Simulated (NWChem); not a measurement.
System: BNH₃, doublet; SMILES N[BH]

Output (shortened):

```
             Northwest Computational Chemistry Package (NWChem) 7.3.0
             --------------------------------------------------------

                             Geometry "geometry" -> ""
                             -------------------------

 Output coordinates in angstroms (scale by  1.889725989 to convert to a.u.)

  No.       Tag          Charge          X              Y              Z
 ---- ---------------- ---------- -------------- -------------- --------------
    1 B                    5.0000    -0.14102500    -0.83744000     0.00000000
    2 N                    7.0000    -0.01369700     0.54064200     0.00000000
    3 H                    1.0000     0.78253400    -1.62861900     0.00000000
    4 H                    1.0000     0.88722000     1.03470100     0.00000000
    5 H                    1.0000    -0.81222500     1.17907900     0.00000000

 Effective nuclear repulsion energy (a.u.)      27.5462475447

                              NWChem Property Module
                              ----------------------

  itol2e modified to match energy
  convergence criterion.

                                 NWChem DFT Module
                                 -----------------

 Summary of "ao basis" -> "ao basis" (spherical)
 ------------------------------------------------------------------------------
       Tag                 Description            Shells   Functions and Types
 ---------------- ------------------------------  ------  ---------------------
 B                           6-31g*                  6       14   3s2p1d
 N                           6-31g*                  6       14   3s2p1d
 H                           6-31g*                  2        2   2s

  itol2e modified to match energy
  convergence criterion.

            General Information
            -------------------
          SCF calculation type: DFT
          Wavefunction type:  spin polarized.
          No. of atoms     :     5
          No. of electrons :    15
           Alpha electrons :     8
            Beta electrons :     7
          Charge           :     0
          Spin multiplicity:     2
          Use of symmetry is: off; symmetry adaption is: off
          Maximum number of iterations: 150
          AO basis - number of functions:    34
                     number of shells:    18
          Convergence on energy requested:  1.00D-07
          Convergence on density requested:  1.00D-05
          Convergence on gradient requested:  5.00D-04

              XC Information
              --------------
                        BHLYP Method XC Functional
                     Hartree-Fock (Exact) Exchange  0.500
                        Slater Exchange Functional  0.500 local
                    Becke 1988 Exchange Functional  0.500 non-local
              Lee-Yang-Parr Correlation Functional  1.000

             Grid Information
             ----------------
          Grid used for XC integration:  fine
          Radial quadrature: Mura-Knowles
          Angular quadrature: Lebedev.
          Tag              B.-S. Rad. Rad. Pts. Rad. Cut. Ang. Pts.
          ---              ---------- --------- --------- ---------
          B                   0.85       70           7.0       590
          N                   0.65       70           7.0       590
          H                   0.35       60           9.0       590
          Grid pruning is: on
          Number of quadrature shells:   320
          Spatial weights used:  Erf1

      Superposition of Atomic Density Guess
      -------------------------------------

 Sum of atomic energies:         -80.31452436

      Non-variational initial energy
      ------------------------------

 Total energy =     -81.097000
 1-e energy   =    -161.650276
 2-e energy   =      53.007028
 HOMO         =      -0.076766
 LUMO         =       0.066684

[...]

          ----------------------
          Hyperfine Interactions
          ----------------------

 Total Spin Density (Fermi Contact Term)
 ------------------ --------------------
     Atom            x         y         z       Density (a.u.)      Aiso(MHz)     Aiso(Gauss)
     1  11-B     -0.26650  -1.58253   0.00000       0.340903        488.980095     174.479963
     2  14-N     -0.02588   1.02167   0.00000       0.022398          7.236805       2.582268
     3   1-H      1.47877  -3.07764   0.00000       0.020106         89.873396      32.069008
     4   1-H      1.67660   1.95530   0.00000       0.020574         91.965284      32.815445
     5   1-H     -1.53488   2.22814   0.00000       0.008905         39.804352      14.203159

           -------------------------------------------
           Anisotropic Interaction (Spin-Dipolar Term)
           -------------------------------------------

 ------------------------------------------------------------
     Atom            x         y         z
 ------------------------------------------------------------
     1  11-B     -0.26650  -1.58253   0.00000

   Spin-Dipolar term (a.u.)
        xx             yy             zz             xy             xz             yz
 ------------------------------------------------------------------------------------------
       0.337464      -0.144912      -0.192552       0.201999       0.000000       0.000000

   Principal Comp. of -hf- tensor (au)            Anisotropic -hfcc- (MHz)               Anisotropic -hfcc- (Gauss)
 --------------------------------------------------------------------------------------------------------------------------
      0.410880    -0.218328    -0.192552      70.348681   -37.380903   -32.967778      25.102116   -13.338413   -11.763703

   Orientation of the principal axis of Hyperfine Tensor w.r.t absolute (molecular) frame
 --------------------------------------------------------------------------------------------------------------------------
      0.939851    -0.341584    -0.000000
      0.341584     0.939851     0.000000
      0.000000    -0.000000     1.000000

 ------------------------------------------------------------
     Atom            x         y         z
 ------------------------------------------------------------
     2  14-N     -0.02588   1.02167   0.00000

   Spin-Dipolar term (a.u.)
        xx             yy             zz             xy             xz             yz
 ------------------------------------------------------------------------------------------
       0.008168       0.076854      -0.085023       0.013564      -0.000000       0.000000

   Principal Comp. of -hf- tensor (au)            Anisotropic -hfcc- (MHz)               Anisotropic -hfcc- (Gauss)
 --------------------------------------------------------------------------------------------------------------------------
      0.005587     0.079436    -0.085023       0.215466     3.063671    -3.279137       0.076884     1.093192    -1.170076

   Orientation of the principal axis of Hyperfine Tensor w.r.t absolute (molecular) frame
 --------------------------------------------------------------------------------------------------------------------------
      0.982366     0.186970     0.000000
     -0.186970     0.982366    -0.000000
     -0.000000     0.000000     1.000000

 ------------------------------------------------------------
     Atom            x         y         z
 ------------------------------------------------------------
     3   1-H      1.47877  -3.07764   0.00000

   Spin-Dipolar term (a.u.)
        xx             yy             zz             xy             xz             yz
 ------------------------------------------------------------------------------------------
       0.022232       0.007780      -0.030012      -0.021715       0.000000       0.000000

   Principal Comp. of -hf- tensor (au)            Anisotropic -hfcc- (MHz)               Anisotropic -hfcc- (Gauss)
 --------------------------------------------------------------------------------------------------------------------------
      0.037892    -0.007880    -0.030012      20.217290    -4.204263   -16.013027       7.214019    -1.500183    -5.713836

   Orientation of the principal axis of Hyperfine Tensor w.r.t absolute (molecular) frame
 --------------------------------------------------------------------------------------------------------------------------
      0.811097     0.584911    -0.000000
     -0.584911     0.811097    -0.000000
      0.000000     0.000000     1.000000

 ------------------------------------------------------------
     Atom            x         y         z
 ------------------------------------------------------------
     4   1-H      1.67660   1.95530   0.00000

   Spin-Dipolar term (a.u.)
        xx             yy             zz             xy             xz             yz
 ------------------------------------------------------------------------------------------
      -0.002269       0.008443      -0.006174       0.005120       0.000000       0.000000

   Principal Comp. of -hf- tensor (au)            Anisotropic -hfcc- (MHz)               Anisotropic -hfcc- (Gauss)
 --------------------------------------------------------------------------------------------------------------------------
     -0.004323     0.010497    -0.006174      -2.306345     5.600488    -3.294143      -0.822960     1.998390    -1.175430

   Orientation of the principal axis of Hyperfine Tensor w.r.t absolute (molecular) frame
 --------------------------------------------------------------------------------------------------------------------------
      0.928121     0.372279     0.000000
     -0.372279     0.928121    -0.000000
     -0.000000     0.000000     1.000000

 ------------------------------------------------------------
     Atom            x         y         z
 ------------------------------------------------------------
     5   1-H     -1.53488   2.22814   0.00000

[...]
```

Level: BHandHLYP/6-31G* (spherical d), spin-unrestricted, contact and dipolar terms. In the optimisation the excess spin sits in a' (Cs, its own frame). Coordinates come from a PBE-D3(BJ)/def2-SVP, spin-unrestricted optimisation. No stability test was run on the SCF state.

Question: Which NWChem input produces such a log?

Answer: One answer among several that fit: the input that was run:
```
start job
memory heap 200 mb stack 900 mb global 1100 mb
geometry units angstroms noautosym nocenter noautoz
  B     -0.141025    -0.837440     0.000000
  N     -0.013697     0.540642     0.000000
  H      0.782534    -1.628619     0.000000
  H      0.887220     1.034701     0.000000
  H     -0.812225     1.179079     0.000000
end
basis spherical
  * library 6-31g*
end
dft
  odft
  mult 2
  xc bhlyp
  iterations 150
end
property
  hyperfine
end
task dft property
```
